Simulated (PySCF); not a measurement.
SrF, optimised at GFN2-xTB:

```xyz
2

Sr     0.0025    -0.7149     0.6555
F     -0.0025     0.7149    -0.6555
```

Method: PySCF energies (xtb for GFN2) plus ideal-gas RRHO corrections (1 bar). Open shells (unrestricted): SrF (multiplicity 2). GFN2 has no spin-polarisation term. Sr: scalar-relativistic def2 core potential, no spin-orbit coupling.

Problem. List the harmonic frequencies (cm⁻¹, unscaled) at this level and at the other levels, each on its own geometry.

Solution. 
- GFN2-xTB: 431
- PBE/def2-SVP: 525
- PBE0/def2-TZVP: 500
